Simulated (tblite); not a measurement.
Compound: C₅H₄ClFO (charge +1 and doublet state).
SMILES with atom numbers: `[CH2+:1][C:2]1[O:3][C:4]([Cl:5])=[CH:6][C@H:7]1[F:8]` (hydrogens: H9, H10 on C1; H11 on C6; H12 on C7)

Cartesian coordinates in Å at the GFN2-xTB level; atoms count from 1:
```
atom  x, y, z in Å
C1     1.9513   -0.7011   -0.2426
C2     0.6564   -0.3783   -0.1372
O3    -0.3390   -1.2991   -0.0261
C4    -1.5100   -0.6959    0.2270
Cl5   -2.8535   -1.6554    0.4776
C6    -1.3959    0.6748    0.2629
C7     0.0114    0.9979   -0.0939
F8     0.6437    1.9117    0.6702
H9     2.2704   -1.7304   -0.1955
H10    2.7047    0.0629   -0.3435
H11   -2.1582    1.3935    0.5035
H12    0.0199    1.4188   -1.1284
```

Computed with GFN2-xTB (tblite): harmonic, unscaled wavenumbers at the GFN2-xTB geometry, gas phase. Errors from tens to a few hundred cm⁻¹ against measured bands are possible. One conformer, not necessarily the lowest. Open shells enter through the occupations alone, without spin polarisation, and single modes of such species can be off by tens of per cent.

Harmonic wavenumbers (cm⁻¹): 122.5, 150.3, 220.7, 236.3, 347.1, 422.5, 450.6, 551.6, 564.2, 632.7, 658.8, 756.7, 817.8, 894.9, 903.6, 910.2, 974.4, 1029.4, 1089.0, 1126.4, 1148.7, 1171.2, 1236.1, 1316.7, 1409.1, 1594.1, 2687.7, 3092.2, 3134.4, 3139.1.

A = 3620, B = 1130, C = 883.1 MHz; mass 133.993 u (most abundant isotopes); point group C1, symmetry number 1; spin multiplicity 2.

Task: What is the zero-point energy?

Result: Half the sum of the wavenumbers: 16394 cm⁻¹ = 46.87 kcal/mol.

Task: Give the ideal-gas entropy at 500 K and 1 bar in the rigid-rotor, harmonic-oscillator model (classical rotation).

Result: Translation 43.18, rotation 30.42, vibration 29.61, spin (R ln 2) 1.38: S = 104.6 cal/(mol K).

Task: And Cp and H(500 K) − H(0)?

Result: Cp = 41.53 cal/(mol K), of which vibrations give 33.58 (their classical limit is 30 R = 59.6); H(500 K) − H(0) = 12.38 kcal/mol without the zero-point energy, 8.40 from vibrations.

Task: Which modes carry the vibrational entropy at 500 K?

Result: 122.5 cm⁻¹: 4.07; 150.3 cm⁻¹: 3.67; 220.7 cm⁻¹: 2.92; 236.3 cm⁻¹: 2.79; 347.1 cm⁻¹: 2.07; 422.5 cm⁻¹: 1.72 cal/(mol K); the other 24 give 12.37 together.

Task: What must be added to the electronic energy to get the Gibbs energy at 500 K and 1 bar?

Result: ZPE + [H(500 K) − H(0)] − T·S = 46.87 + 12.38 − 52.30 = 6.95 kcal/mol.

Task: Blend soft modes into free rotors: weight 1/[1 + (100 cm⁻¹/ν̃)⁴] for the oscillator and the rest for a rotor with moment μB/(μ + B), μ = h/(8π²ν), B = 10⁻⁴⁴ kg m². What vibrational entropy results?

Result: 29.20 cal/(mol K) in place of 29.61, which changes −T·S at 500 K by +0.21 kcal/mol.

Hindered rotation and anharmonicity are outside this model. Other conformers, if any are populated, would add a mixing term that is left out. The structure is chiral; the term R ln 2 for an equal mix with its mirror image is left out.
